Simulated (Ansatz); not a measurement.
**Redistribution: C2H3F2I + C2H4I2 → C2H3FI2 + C2H4FI**

Species: C2H3F2I `FCC(F)I`, singlet; C2H4I2 (1,2-diiodoethane) `ICCI`, singlet; C2H3FI2 `FC(I)CI`, singlet; C2H4FI `FCCI`, singlet. The partners trade F for I; both sit on C, so the bond types are kept.

Shapes, held fixed at every level: PBE0-D4/def2-TZVP. Flexible molecules stand in one conformer, not always the lowest. Programs: Ansatz 0.2.0. The zero-point and thermal change to 298 K, harmonic and unscaled (PBE0-D4/def2-TZVP), is -0.2 kJ/mol.

```csv
level,kind,ΔH(298 K) (kJ/mol),less CCSD(T)/def2-TZVPP
HF/def2-TZVPP,Hartree–Fock,+1.0,+0.8
SPW92/def2-TZVPP,LDA,+1.0,+0.8
PBE0-D4/def2-TZVPP,global hybrid,+0.7,+0.5
B2PLYP/def2-TZVPP,double hybrid,+0.6,+0.4
MP2/def2-TZVPP,perturbation theory,+0.4,+0.2
CCSD/def2-SVP,coupled cluster or CI,-0.6,-0.8
CCSD(T)/def2-TZVPP,coupled cluster or CI,+0.2,0.0
```

The highest level, CCSD(T)/def2-TZVPP, gives ΔH(298 K) = +0.2 kJ/mol; the levels span -0.6 to +1.0. That is about zero within the method's error. They disagree on the sign: 6 of 7 are positive. The column of differences is taken from that level and isn't an error. No measured value is set beside it here. For atoms past krypton def2 sets carry core potentials with scalar relativity. Outer-core shells of I are correlated, in sets that cover them unevenly.
